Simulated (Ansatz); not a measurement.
**Nudged elastic band run: C₂H₁₂AlNSi₂**

The input (input.yaml):

```yaml
crystal:
  periodic: [false, false, false]
  atoms:
    - { symbol: "N", position_ang: [-2.6804, -1.68806, 0.30299] }
    - { symbol: C, position_ang: [-1.228683, -1.181274, 0.326549] }
    - { symbol: Si, position_ang: [-0.910801, 0.571457, -0.355088] }
    - { symbol: C, position_ang: [0.888386, 1.105528, -0.203795] }
    - { symbol: Al, position_ang: [1.442879, 1.223805, 1.627514] }
    - { symbol: Si, position_ang: [2.017638, -0.043632, -1.176288] }
    - { symbol: H, position_ang: [-2.980316, -1.535981, -0.718364] }
    - { symbol: H, position_ang: [-3.230225, -0.89356, 0.775241] }
    - { symbol: H, position_ang: [-0.627837, -1.924271, -0.237643] }
    - { symbol: H, position_ang: [-0.888305, -1.246467, 1.381373] }
    - { symbol: H, position_ang: [-1.77382, 1.48586, 0.387872] }
    - { symbol: H, position_ang: [-1.366674, 0.599477, -1.741836] }
    - { symbol: H, position_ang: [0.965076, 2.104241, -0.669437] }
    - { symbol: H, position_ang: [1.349806, -0.00575, 2.503327] }
    - { symbol: H, position_ang: [1.966072, 2.53501, 2.171165] }
    - { symbol: H, position_ang: [1.98224, -1.390755, -0.62617] }
    - { symbol: H, position_ang: [3.398239, 0.418765, -1.114205] }
    - { symbol: H, position_ang: [1.639526, -0.123093, -2.581404] }
basis:
  gaussian: { orbitals: STO-3G }
hamiltonian:
  xc: pbe
  dispersion: d4
neb:
  order_check: false
  images: 9
  f_tol: 0.05
  max_iterations: 41
  final_atoms:
    - { symbol: "N", position_ang: [-2.81418185, -1.24413794, 0.3363801] }
    - { symbol: C, position_ang: [-1.30289807, -0.97775986, 0.39547404] }
    - { symbol: Si, position_ang: [-0.90824327, 0.70498439, -0.38952418] }
    - { symbol: C, position_ang: [0.91943437, 1.12674309, -0.22272863] }
    - { symbol: Al, position_ang: [1.45254454, 1.20397983, 1.61695297] }
    - { symbol: Si, position_ang: [1.99107046, -0.0799075, -1.18823197] }
    - { symbol: H, position_ang: [-2.99485546, -1.41687755, -0.70812136] }
    - { symbol: H, position_ang: [-2.9064364, -2.24695786, 0.71038928] }
    - { symbol: H, position_ang: [-0.6927259, -1.78342174, -0.07770534] }
    - { symbol: H, position_ang: [-1.02136113, -0.96650751, 1.46880406] }
    - { symbol: H, position_ang: [-1.71568257, 1.72339715, 0.27068936] }
    - { symbol: H, position_ang: [-1.32080977, 0.6541576, -1.78861841] }
    - { symbol: H, position_ang: [1.05996321, 2.12214205, -0.67971805] }
    - { symbol: H, position_ang: [1.3455548, -0.04416675, 2.46476224] }
    - { symbol: H, position_ang: [1.97778302, 2.49794069, 2.19884419] }
    - { symbol: H, position_ang: [1.85397489, -1.43040026, -0.66216562] }
    - { symbol: H, position_ang: [3.39888295, 0.28449806, -1.09124741] }
    - { symbol: H, position_ang: [1.64078716, -0.11640589, -2.60243426] }
  initial_path:
    images:
      - { positions_ang: [[-2.6804, -1.68806, 0.30299], [-1.228683, -1.181274, 0.326549], [-0.910801, 0.571457, -0.355088], [0.888386, 1.105528, -0.203795], [1.442879, 1.223805, 1.627514], [2.017638, -0.043632, -1.176288], [-2.980316, -1.535981, -0.718364], [-3.230225, -0.89356, 0.775241], [-0.627837, -1.924271, -0.237643], [-0.888305, -1.246467, 1.381373], [-1.77382, 1.48586, 0.387872], [-1.366674, 0.599477, -1.741836], [0.965076, 2.104241, -0.669437], [1.349806, -0.00575, 2.503327], [1.966072, 2.53501, 2.171165], [1.98224, -1.390755, -0.62617], [3.398239, 0.418765, -1.114205], [1.639526, -0.123093, -2.581404]] }
      - { positions_ang: [[-2.66952021, -1.64120683, 0.27985183], [-1.23496829, -1.15927529, 0.31514095], [-0.91797536, 0.58729206, -0.37172477], [0.90385949, 1.10972149, -0.21613358], [1.44070747, 1.21227345, 1.62950881], [2.00744381, -0.05188001, -1.1783389], [-2.95280306, -1.61379763, -0.7226909], [-3.21187231, -0.94945269, 0.8404434], [-0.63378576, -1.89918185, -0.24070839], [-0.89857411, -1.21717533, 1.37666857], [-1.76763614, 1.51515912, 0.37452659], [-1.34792942, 0.61575694, -1.75893837], [0.96994441, 2.11457062, -0.67892153], [1.34163906, -0.0320208, 2.51473859], [1.964427, 2.53220791, 2.19679618], [1.95926971, -1.39206075, -0.61092278], [3.39436066, 0.40965458, -1.11763191], [1.61621406, -0.12928501, -2.57986281]] }
      - { positions_ang: [[-2.65864041, -1.59435366, 0.25671365], [-1.24125359, -1.13727658, 0.3037329], [-0.92514972, 0.60312711, -0.38836154], [0.91933299, 1.11391498, -0.22847215], [1.43853594, 1.20074191, 1.63150361], [1.99724963, -0.06012802, -1.18038979], [-2.92529012, -1.69161426, -0.7270178], [-3.19351962, -1.00534538, 0.9056458], [-0.63973453, -1.87409269, -0.24377377], [-0.90884323, -1.18788367, 1.37196415], [-1.76145228, 1.54445825, 0.36118119], [-1.32918484, 0.63203689, -1.77604074], [0.97481282, 2.12490024, -0.68840606], [1.33347211, -0.0582916, 2.52615018], [1.962782, 2.52940583, 2.22242737], [1.93629942, -1.3933665, -0.59567556], [3.39048232, 0.40054417, -1.12105882], [1.59290211, -0.13547701, -2.57832162]] }
      - { positions_ang: [[-2.64776062, -1.54750048, 0.23357548], [-1.24753888, -1.11527787, 0.29232486], [-0.93232408, 0.61896217, -0.40499831], [0.93480648, 1.11810847, -0.24081073], [1.43636441, 1.18921036, 1.63349842], [1.98705544, -0.06837603, -1.18244069], [-2.89777718, -1.7694309, -0.73134469], [-3.17516694, -1.06123807, 0.9708482], [-0.64568329, -1.84900354, -0.24683916], [-0.91911234, -1.158592, 1.36725972], [-1.75526842, 1.57375737, 0.34783578], [-1.31044026, 0.64831683, -1.79314311], [0.97968123, 2.13522985, -0.69789059], [1.32530517, -0.08456239, 2.53756177], [1.961137, 2.52660374, 2.24805855], [1.91332913, -1.39467226, -0.58042833], [3.38660398, 0.39143375, -1.12448573], [1.56959017, -0.14166902, -2.57678043]] }
      - { positions_ang: [[-2.63688082, -1.50064731, 0.2104373], [-1.25382417, -1.09327916, 0.28091681], [-0.93949844, 0.63479722, -0.42163508], [0.95027997, 1.12230197, -0.25314931], [1.43419288, 1.17767882, 1.63549323], [1.97686125, -0.07662404, -1.18449158], [-2.87026424, -1.84724753, -0.73567159], [-3.15681425, -1.11713076, 1.03605059], [-0.65163205, -1.82391438, -0.24990455], [-0.92938146, -1.12930033, 1.3625553], [-1.74908456, 1.6030565, 0.33449037], [-1.29169568, 0.66459677, -1.81024549], [0.98454964, 2.14555947, -0.70737512], [1.31713822, -0.11083319, 2.54897336], [1.959492, 2.52380165, 2.27368973], [1.89035884, -1.39597801, -0.56518111], [3.38272564, 0.38232333, -1.12791264], [1.54627823, -0.14786102, -2.57523924]] }
      - { positions_ang: [[-2.62600103, -1.45379414, 0.18729913], [-1.26010947, -1.07128044, 0.26950876], [-0.9466728, 0.65063228, -0.43827185], [0.96575347, 1.12649546, -0.26548788], [1.43202135, 1.16614727, 1.63748804], [1.96666707, -0.08487205, -1.18654248], [-2.84275131, -1.92506416, -0.73999849], [-3.13846156, -1.17302345, 1.10125299], [-0.65758081, -1.79882523, -0.25296993], [-0.93965057, -1.10000866, 1.35785087], [-1.7429007, 1.63235562, 0.32114496], [-1.2729511, 0.68087671, -1.82734786], [0.98941805, 2.15588909, -0.71685965], [1.30897128, -0.13710399, 2.56038496], [1.957847, 2.52099957, 2.29932092], [1.86738855, -1.39728376, -0.54993389], [3.3788473, 0.37321292, -1.13133955], [1.52296629, -0.15405303, -2.57369805]] }
      - { positions_ang: [[-2.66363719, -1.4118629, 0.21711532], [-1.26866719, -1.05257633, 0.29470182], [-0.93898689, 0.6615027, -0.42852232], [0.95648965, 1.12654498, -0.25693603], [1.43612599, 1.17371378, 1.63338102], [1.97154775, -0.08387914, -1.18688037], [-2.87317214, -1.82342684, -0.73362306], [-3.09205653, -1.38781033, 1.02308025], [-0.66460983, -1.79574453, -0.21791702], [-0.95599268, -1.07330843, 1.38004151], [-1.73745707, 1.65056393, 0.31105384], [-1.28252283, 0.67553289, -1.81960197], [1.00352708, 2.14913968, -0.70943133], [1.31628798, -0.11851654, 2.54126041], [1.9618342, 2.51638779, 2.27922557], [1.86470582, -1.40390706, -0.57238024], [3.38285443, 0.35546995, -1.12332112], [1.54653046, -0.1465236, -2.5794453]] }
      - { positions_ang: [[-2.70127336, -1.36993166, 0.24693152], [-1.27722491, -1.03387221, 0.31989487], [-0.93130099, 0.67237312, -0.41877278], [0.94722583, 1.12659451, -0.24838418], [1.44023063, 1.1812803, 1.62927401], [1.97642842, -0.08288623, -1.18721827], [-2.90359297, -1.72178952, -0.72724764], [-3.0456515, -1.60259721, 0.94490751], [-0.67163885, -1.79266383, -0.1828641], [-0.97233479, -1.0466082, 1.40223215], [-1.73201345, 1.66877223, 0.30096272], [-1.29209457, 0.67018907, -1.81185608], [1.01763611, 2.14239027, -0.70200301], [1.32360469, -0.0999291, 2.52213587], [1.96582141, 2.51177602, 2.25913023], [1.86202309, -1.41053036, -0.59482658], [3.38686156, 0.33772697, -1.11530269], [1.57009464, -0.13899417, -2.58519254]] }
      - { positions_ang: [[-2.73890952, -1.32800042, 0.27674771], [-1.28578263, -1.0151681, 0.34508793], [-0.92361508, 0.68324354, -0.40902325], [0.93796201, 1.12664404, -0.23983233], [1.44433527, 1.18884681, 1.625167], [1.9813091, -0.08189332, -1.18755617], [-2.9340138, -1.62015219, -0.72087221], [-2.99924646, -1.81738409, 0.86673477], [-0.67866787, -1.78958314, -0.14781118], [-0.98867691, -1.01990797, 1.42442278], [-1.72656982, 1.68698054, 0.2908716], [-1.3016663, 0.66484524, -1.80411019], [1.03174515, 2.13564087, -0.69457469], [1.33092139, -0.08134165, 2.50301132], [1.96980861, 2.50716424, 2.23903488], [1.85934035, -1.41715366, -0.61727293], [3.39086869, 0.319984, -1.10728426], [1.59365881, -0.13146474, -2.59093978]] }
      - { positions_ang: [[-2.77654568, -1.28606918, 0.3065639], [-1.29434035, -0.99646398, 0.37028099], [-0.91592917, 0.69411396, -0.39927371], [0.92869819, 1.12669356, -0.23128048], [1.4484399, 1.19641332, 1.62105998], [1.98618978, -0.08090041, -1.18789407], [-2.96443463, -1.51851487, -0.71449679], [-2.95284143, -2.03217097, 0.78856202], [-0.68569689, -1.78650244, -0.11275826], [-1.00501902, -0.99320774, 1.44661342], [-1.72112619, 1.70518884, 0.28078048], [-1.31123804, 0.65950142, -1.7963643], [1.04585418, 2.12889146, -0.68714637], [1.3382381, -0.0627542, 2.48388678], [1.97379582, 2.50255247, 2.21893953], [1.85665762, -1.42377696, -0.63971927], [3.39487582, 0.30224103, -1.09926584], [1.61722299, -0.12393532, -2.59668702]] }
      - { positions_ang: [[-2.81418185, -1.24413794, 0.3363801], [-1.30289807, -0.97775986, 0.39547404], [-0.90824327, 0.70498439, -0.38952418], [0.91943437, 1.12674309, -0.22272863], [1.45254454, 1.20397983, 1.61695297], [1.99107046, -0.0799075, -1.18823197], [-2.99485546, -1.41687755, -0.70812136], [-2.9064364, -2.24695786, 0.71038928], [-0.6927259, -1.78342174, -0.07770534], [-1.02136113, -0.96650751, 1.46880406], [-1.71568257, 1.72339715, 0.27068936], [-1.32080977, 0.6541576, -1.78861841], [1.05996321, 2.12214205, -0.67971805], [1.3455548, -0.04416675, 2.46476224], [1.97778302, 2.49794069, 2.19884419], [1.85397489, -1.43040026, -0.66216562], [3.39888295, 0.28449806, -1.09124741], [1.64078716, -0.11640589, -2.60243426]] }
```

Command:

```bash
$ ansatz run input.yaml --threads 1 --pin off --max-ram 2048MiB --backend cpu --events-out ev --progress --plain --runs-dir out
```

Output, in part (warnings, iteration lines, the closing report on the highest movable image, with atoms numbered from 0):

```
NEB end point (image 0): max|allowed force component| = 3.666e-3 eV/Å (the criterion of neb.relax_end_points is 1.000e-2)
NEB end point (image 10): max|allowed force component| = 1.298e-2 eV/Å (the criterion of neb.relax_end_points is 1.000e-2)
NEB iter   1: max|band force component| = 2.037e1 eV/Å  barrier→ = 2.7619 eV  barrier← = 2.7701 eV  Δτ_max = 0.2000 Å  (245 SCF iters)
NEB iter   2: max|band force component| = 1.873e0 eV/Å  barrier→ = 0.6583 eV  barrier← = 0.6665 eV  Δτ_max = 0.2000 Å  (228 SCF iters)
NEB iter   3: max|band force component| = 1.462e0 eV/Å  barrier→ = 0.5584 eV  barrier← = 0.5666 eV  Δτ_max = 0.1948 Å  (222 SCF iters)
NEB iter   4: max|band force component| = 1.097e0 eV/Å  barrier→ = 0.5359 eV  barrier← = 0.5441 eV  Δτ_max = 0.1044 Å  (228 SCF iters)
NEB iter   5: max|band force component| = 4.410e-1 eV/Å  barrier→ = 0.5288 eV  barrier← = 0.5370 eV  CI = image 5  Δτ_max = 0.0499 Å  (227 SCF iters)
NEB iter   6: max|band force component| = 2.269e-1 eV/Å  barrier→ = 0.5294 eV  barrier← = 0.5376 eV  CI = image 5  Δτ_max = 0.0644 Å  (220 SCF iters)
NEB iter   7: max|band force component| = 1.328e-1 eV/Å  barrier→ = 0.5270 eV  barrier← = 0.5352 eV  CI = image 5  Δτ_max = 0.1457 Å  (224 SCF iters)
NEB iter   8: max|band force component| = 2.507e-1 eV/Å  barrier→ = 0.5229 eV  barrier← = 0.5311 eV  CI = image 5  Δτ_max = 0.0731 Å  (219 SCF iters)
NEB iter   9: max|band force component| = 7.433e-2 eV/Å  barrier→ = 0.5206 eV  barrier← = 0.5288 eV  CI = image 5  Δτ_max = 0.1351 Å  (222 SCF iters)
NEB iter  10: max|band force component| = 1.738e-1 eV/Å  barrier→ = 0.5182 eV  barrier← = 0.5264 eV  CI = image 5  Δτ_max = 0.0683 Å  (221 SCF iters)
NEB iter  11: max|band force component| = 1.060e-1 eV/Å  barrier→ = 0.5168 eV  barrier← = 0.5250 eV  CI = image 5  Δτ_max = 0.0682 Å  (219 SCF iters)
NEB iter  12: max|band force component| = 1.495e-1 eV/Å  barrier→ = 0.5150 eV  barrier← = 0.5232 eV  CI = image 5  Δτ_max = 0.0343 Å  (212 SCF iters)
NEB iter  13: max|band force component| = 1.028e-1 eV/Å  barrier→ = 0.5140 eV  barrier← = 0.5222 eV  CI = image 5  Δτ_max = 0.0682 Å  (210 SCF iters)
NEB iter  14: max|band force component| = 7.540e-2 eV/Å  barrier→ = 0.5123 eV  barrier← = 0.5206 eV  CI = image 5  Δτ_max = 0.0685 Å  (211 SCF iters)
NEB iter  15: max|band force component| = 7.220e-2 eV/Å  barrier→ = 0.5108 eV  barrier← = 0.5190 eV  CI = image 5  Δτ_max = 0.0685 Å  (218 SCF iters)
NEB iter  16: max|band force component| = 9.188e-2 eV/Å  barrier→ = 0.5093 eV  barrier← = 0.5175 eV  CI = image 5  Δτ_max = 0.0684 Å  (218 SCF iters)
NEB iter  17: max|band force component| = 1.101e-1 eV/Å  barrier→ = 0.5078 eV  barrier← = 0.5160 eV  CI = image 5  Δτ_max = 0.0684 Å  (217 SCF iters)
NEB iter  18: max|band force component| = 1.274e-1 eV/Å  barrier→ = 0.5065 eV  barrier← = 0.5147 eV  CI = image 5  Δτ_max = 0.0684 Å  (218 SCF iters)
NEB iter  19: max|band force component| = 1.594e-1 eV/Å  barrier→ = 0.5054 eV  barrier← = 0.5137 eV  CI = image 5  Δτ_max = 0.0342 Å  (218 SCF iters)
NEB iter  20: max|band force component| = 1.275e-1 eV/Å  barrier→ = 0.5047 eV  barrier← = 0.5129 eV  CI = image 5  Δτ_max = 0.0685 Å  (214 SCF iters)
NEB iter  21: max|band force component| = 1.351e-1 eV/Å  barrier→ = 0.5041 eV  barrier← = 0.5124 eV  CI = image 5  Δτ_max = 0.1370 Å  (215 SCF iters)
NEB iter  22: max|band force component| = 1.285e-1 eV/Å  barrier→ = 0.5036 eV  barrier← = 0.5119 eV  CI = image 5  Δτ_max = 0.1797 Å  (224 SCF iters)
NEB iter  23: max|band force component| = 1.399e-1 eV/Å  barrier→ = 0.5032 eV  barrier← = 0.5114 eV  CI = image 5  Δτ_max = 0.0589 Å  (216 SCF iters)
NEB iter  24: max|band force component| = 3.543e-2 eV/Å  barrier→ = 0.5027 eV  barrier← = 0.5109 eV  CI = image 5  Δτ_max = 0.0000 Å  (428 SCF iters)
Total energy: -25786.20181066 eV, -947.6254380266 hartree
Atom 0 at    -2.664756    -1.423866     0.199477 Å, force     0.002551    -0.019402     0.013269 eV/Å
Atom 1 at    -1.264389    -1.053342     0.382684 Å, force     0.006425     0.015627    -0.012052 eV/Å
Atom 2 at    -0.895225     0.624072    -0.430404 Å, force     0.001194    -0.001804     0.003192 eV/Å
Atom 3 at     0.915166     1.100957    -0.243211 Å, force     0.005740     0.000852    -0.000585 eV/Å
Atom 4 at     1.428694     1.241623     1.598308 Å, force    -0.003459     0.000376     0.000387 eV/Å
Atom 5 at     2.033781    -0.097368    -1.166445 Å, force    -0.006676    -0.001188    -0.003640 eV/Å
Atom 6 at    -3.332502    -0.815864    -0.301416 Å, force     0.004459     0.006603     0.001876 eV/Å
Atom 7 at    -3.031713    -2.313301     0.578751 Å, force    -0.009491     0.002112    -0.003072 eV/Å
Atom 8 at    -0.568825    -1.816536    -0.051530 Å, force    -0.003841    -0.003922    -0.000519 eV/Å
Atom 9 at    -0.981640    -0.991094     1.465955 Å, force    -0.000273    -0.000381    -0.000953 eV/Å
Atom 10 at    -1.746197     1.626499     0.202682 Å, force     0.000102     0.001444    -0.001540 eV/Å
Atom 11 at    -1.292136     0.551530    -1.832764 Å, force     0.000357    -0.000761     0.000183 eV/Å
Atom 12 at     1.033168     2.088360    -0.723801 Å, force     0.000162     0.000183    -0.000112 eV/Å
Atom 13 at     1.363742     0.016176     2.482243 Å, force     0.003334    -0.000854    -0.000708 eV/Å
Atom 14 at     1.902088     2.570681     2.145082 Å, force    -0.004513     0.000956     0.001187 eV/Å
Atom 15 at     1.952462    -1.432586    -0.592724 Å, force     0.002371     0.000453     0.001141 eV/Å
Atom 16 at     3.424627     0.330293    -1.082779 Å, force    -0.000153    -0.001372     0.003120 eV/Å
Atom 17 at     1.686456    -0.194935    -2.578305 Å, force     0.001708     0.001077    -0.001175 eV/Å
Dipole moment:    -0.019263     0.101473     0.018216 e Å
```

It converged. The profile has 2 maxima (images 2, 5) with wells between them (image 4): this band takes more than one step, which may be the mechanism or a detour left from its start path. A vibrational analysis at the climbing image gives one clearly imaginary mode, 730i cm⁻¹: a first-order saddle point. Limits of this set-up: minimal basis.

Final band (atoms are numbered from 1 in the order of the input):

```json
{"image": "0", "path coordinate (Å)": "0.00", "energy (kJ/mol)": "0.0", "height of N1 over the plane of its neighbours (Å)": "-0.52"}
{"image": "1", "path coordinate (Å)": "0.63", "energy (kJ/mol)": "5.2", "height of N1 over the plane of its neighbours (Å)": "-0.52"}
{"image": "2", "path coordinate (Å)": "1.27", "energy (kJ/mol)": "13.2", "height of N1 over the plane of its neighbours (Å)": "-0.52"}
{"image": "3", "path coordinate (Å)": "1.90", "energy (kJ/mol)": "8.3", "height of N1 over the plane of its neighbours (Å)": "-0.52"}
{"image": "4", "path coordinate (Å)": "2.54", "energy (kJ/mol)": "2.4", "height of N1 over the plane of its neighbours (Å)": "-0.51"}
{"image": "5", "path coordinate (Å)": "3.17", "energy (kJ/mol)": "48.5", "height of N1 over the plane of its neighbours (Å)": "0.00"}
{"image": "6", "path coordinate (Å)": "3.44", "energy (kJ/mol)": "29.0", "height of N1 over the plane of its neighbours (Å)": "0.28"}
{"image": "7", "path coordinate (Å)": "3.71", "energy (kJ/mol)": "4.4", "height of N1 over the plane of its neighbours (Å)": "0.49"}
{"image": "8", "path coordinate (Å)": "3.98", "energy (kJ/mol)": "0.4", "height of N1 over the plane of its neighbours (Å)": "0.52"}
{"image": "9", "path coordinate (Å)": "4.25", "energy (kJ/mol)": "-0.7", "height of N1 over the plane of its neighbours (Å)": "0.52"}
{"image": "10", "path coordinate (Å)": "4.52", "energy (kJ/mol)": "-0.8", "height of N1 over the plane of its neighbours (Å)": "0.52"}
```

The run took 14 min on 1 CPU thread of a shared host.
